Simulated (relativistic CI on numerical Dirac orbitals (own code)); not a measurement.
# Level scheme of Mn II

Computed by Dirac-Coulomb-Breit CI, separate exchange-only KLI orbitals for each configuration, a model potential for QED, valence Slater integrals scaled by 0.85, P86 correlation energy added to each configuration (own radial code, finite nucleus).

Configurations in the expansion (outside the closed core [Ar]): 3d5 4s, 3d6, 3d5 4p, 3d4 4s2, 3d5 4d, 3d5 4f, 3d5 5s, 3d4 4s 4p, 3d5 5p, 3d3 4s 4p2, 3d5 6s, 3d4 4p2, 3d5 5d, 3d5 6p, 3d5 7s, 3d5 5g, 3d5 5f, 3d5 6d, 3d5 7p, 3d5 7d, 3d4 4s 5p, 3d3 4s2 4p, 3d4 4s 5s, 3d4 4s 6s, 3d4 4s 5d, 3d4 4s 4d, 3d4 4s 6p, 3d4 4p 4d, 3d4 4s 7s, 3d4 4s 7p. Levels of other configurations are missing.

| No. | Configuration | Term | J | E (cm⁻¹) | % | Next component (%) | Landé g |
| --- | --- | --- | --- | --- | --- | --- | --- |
| 1 | 3d5(6S) 4s | 7S | 3 | 0.0 | 99 | 1 3d4 4s 4d 7S | 2.002 |
| 2 | 3d5(6S) 4s | 5S | 2 | 9871.9 | 97 | 1 3d4 4s 4d 5S | 2.002 |
| 3 | 3d6 | 5D | 4 | 19993.5 | 97 | 1 3d5 4d 5D | 1.501 |
| 4 | 3d6 | 5D | 3 | 20231.8 | 97 | 1 3d5 4d 5D | 1.501 |
| 5 | 3d6 | 5D | 2 | 20400.2 | 97 | 1 3d5 4d 5D | 1.501 |
| 6 | 3d6 | 5D | 1 | 20508.6 | 97 | 1 3d5 4d 5D | 1.501 |
| 7 | 3d6 | 5D | 0 | 20561.6 | 97 | 1 3d5 4d 5D |  |
| 8 | 3d5(4G) 4s | 5G | 6 | 27771.3 | 99 |  | 1.334 |
| 9 | 3d5(4G) 4s | 5G | 5 | 27795.7 | 99 |  | 1.267 |
| 10 | 3d5(4G) 4s | 5G | 4 | 27809.8 | 99 |  | 1.150 |
| 11 | 3d5(4G) 4s | 5G | 3 | 27817.2 | 99 |  | 0.916 |
| 12 | 3d5(4G) 4s | 5G | 2 | 27820.3 | 99 |  | 0.332 |
| 13 | 3d5(4P) 4s | 5P | 3 | 31604.3 | 96 | 2 5D | 1.663 |
| 14 | 3d5(4P) 4s | 5P | 2 | 31630.4 | 97 | 2 5D | 1.827 |
| 15 | 3d5(4P) 4s | 5P | 1 | 31661.9 | 98 | 1 5D | 2.493 |
| 16 | 3d5(4G) 4s | 3G | 5 | 34131.1 | 94 | 4 3d6 3G | 1.200 |
| 17 | 3d5(4G) 4s | 3G | 4 | 34147.2 | 89 | 6 5D | 1.076 |
| 18 | 3d5(4G) 4s | 3G | 3 | 34152.8 | 94 | 4 3d6 3G | 0.752 |
| 19 | 3d5(4D) 4s | 5D | 4 | 34206.5 | 93 | 5 3G | 1.475 |
| 20 | 3d5(4D) 4s | 5D | 0 | 34238.5 | 98 | 1 3d6 5D |  |
| 21 | 3d5(4D) 4s | 5D | 1 | 34256.0 | 97 | 1 5P | 1.510 |
| 22 | 3d5(4D) 4s | 5D | 3 | 34273.3 | 95 | 2 5P | 1.502 |
| 23 | 3d5(4D) 4s | 5D | 2 | 34276.8 | 96 | 2 5P | 1.508 |
| 24 | 3d6 | 3H | 6 | 36206.8 | 99 |  | 1.167 |
| 25 | 3d6 | 3H | 5 | 36357.2 | 98 |  | 1.034 |
| 26 | 3d6 | 3H | 4 | 36469.3 | 98 |  | 0.801 |
| 27 | 3d6 | 3P | 2 | 36546.3 | 58 | 39 3d5 4s 3P | 1.497 |
| 28 | 3d5(6S) 4p | 7P° | 2 | 36934.4 | 99 |  | 2.335 |
| 29 | 3d5(4P) 4s | 3P | 1 | 36953.5 | 52 | 45 3d6 3P | 1.493 |
| 30 | 3d5(6S) 4p | 7P° | 3 | 37083.0 | 99 |  | 1.918 |
| 31 | 3d5(4P) 4s | 3P | 0 | 37108.1 | 58 | 40 3d6 3P |  |
| 32 | 3d5(6S) 4p | 7P° | 4 | 37298.1 | 99 |  | 1.751 |
| 33 | 3d6 | 3F | 4 | 38243.2 | 96 | 2 3G | 1.245 |
| 34 | 3d6 | 3F | 3 | 38371.6 | 96 | 1 3d5 4s 3F | 1.079 |
| 35 | 3d6 | 3F | 2 | 38456.3 | 98 | 1 3d5 4s 3F | 0.666 |
| 36 | 3d5(4P) 4s | 3P | 2 | 39196.7 | 52 | 40 3d6 3P | 1.478 |
| 37 | 3d6 | 3P | 1 | 39603.0 | 52 | 40 3d5 4s 3P | 1.439 |
| 38 | 3d6 | 3P | 0 | 39832.6 | 58 | 40 3d5 4s 3P |  |
| 39 | 3d5(4D) 4s | 3D | 3 | 40297.2 | 90 | 8 3d6 3D | 1.333 |
| 40 | 3d5(4D) 4s | 3D | 1 | 40360.4 | 84 | 8 3d6 3D | 0.566 |
| 41 | 3d5(4D) 4s | 3D | 2 | 40388.5 | 83 | 8 3d6 3D | 1.190 |
| 42 | 3d6 | 3G | 5 | 40439.3 | 94 | 5 3d5 4s 3G | 1.199 |
| 43 | 3d5(2I) 4s | 3I | 7 | 40597.5 | 99 |  | 1.143 |
| 44 | 3d5(2I) 4s | 3I | 6 | 40612.7 | 99 |  | 1.024 |
| 45 | 3d5(2I) 4s | 3I | 5 | 40630.6 | 99 |  | 0.833 |
| 46 | 3d6 | 3G | 4 | 40645.7 | 92 | 5 3d5 4s 3G | 1.052 |
| 47 | 3d6 | 3G | 3 | 40765.6 | 93 | 5 3d5 4s 3G | 0.754 |
| 48 | 3d5(6S) 4p | 5P° | 3 | 42322.4 | 98 | 1 3d4 4s 4p 5P° | 1.668 |
| 49 | 3d5(6S) 4p | 5P° | 2 | 42405.0 | 98 | 1 3d4 4s 4p 5P° | 1.835 |
| 50 | 3d5(6S) 4p | 5P° | 1 | 42458.5 | 98 | 1 3d4 4s 4p 5P° | 2.502 |
| 51 | 3d5(2I) 4s | 1I | 6 | 43594.0 | 66 | 32 3d6 1I | 1.000 |
| 52 | 3d5(2D) 4s | 3D | 3 | 44137.9 | 62 | 31 3d6 3D | 1.322 |
| 53 | 3d5(2D) 4s | 3D | 2 | 44140.1 | 62 | 32 3d6 3D | 1.150 |
| 54 | 3d5(2D) 4s | 3D | 1 | 44165.9 | 62 | 33 3d6 3D | 0.476 |
| 55 | 3d6 | 1I | 6 | 44539.3 | 67 | 32 3d5 4s 1I | 1.000 |
| 56 | 3d6 | 1G | 4 | 45051.0 | 94 | 4 3d5 4s 1G | 1.001 |
| 57 | 3d5(4F) 4s | 5F | 5 | 45156.2 | 99 |  | 1.399 |
| 58 | 3d5(4F) 4s | 5F | 4 | 45169.9 | 98 |  | 1.349 |
| 59 | 3d5(4F) 4s | 5F | 3 | 45184.1 | 97 | 1 3d6 3D | 1.251 |
| 60 | 3d5(4F) 4s | 5F | 2 | 45195.8 | 95 | 3 3d6 3D | 1.005 |
| 61 | 3d5(4F) 4s | 5F | 1 | 45205.3 | 93 | 5 3d6 3D | 0.028 |
| 62 | 3d5(2F) 4s | 3F | 2 | 46164.1 | 89 | 6 3d6 3D | 0.709 |
| 63 | 3d5(2F) 4s | 3F | 4 | 46237.6 | 98 | 1 3d6 3F | 1.250 |
| 64 | 3d5(2F) 4s | 3F | 3 | 46252.3 | 89 | 9 3d6 3D | 1.106 |
| 65 | 3d6 | 3D | 1 | 47635.2 | 53 | 45 3d5 4s 3D | 0.494 |
| 66 | 3d6 | 3D | 2 | 47682.6 | 49 | 44 3d5 4s 3D | 1.148 |
| 67 | 3d6 | 3D | 3 | 47718.0 | 49 | 41 3d5 4s 3D | 1.312 |
| 68 | 3d6 | 1S | 0 | 48362.8 | 93 | 5 3d5 4s 1S |  |
| 69 | 3d5(2H) 4s | 3H | 4 | 49010.1 | 97 | 2 3G | 0.805 |
| 70 | 3d5(2H) 4s | 3H | 5 | 49017.9 | 96 | 3 3G | 1.037 |

Energies count from the lowest computed level; ° marks odd parity. Percentages are summed over parent terms; the parents shown are those of the largest component, closed shells are left out there.

The mean weight of the leading LS term, summed over parents, in these 70 levels is 88 %, and that of the leading jj configuration (from the same eigenvectors) 44 %, so LS coupling describes them better.

Correlation outside the listed configurations is missing or only estimated: errors of thousands of cm⁻¹ between configurations and terms are usual at this charge. Rates and lifetimes follow the computed energies and can be off by large factors. The fine structure of a lone outer electron comes out too small, for d and f at times inverted, and misplaced configurations move strength between like terms. 17 of the 17 excited levels that our extract of the measured tables holds in this range could be paired (the sources list more); they are missed by 2194 cm⁻¹ on average and 5668 at most, and levels without a partner can miss by more.

LS names give the leading component of a level, which can be under half, so a name can repeat, a term be missing and a line seem to break the LS rules.
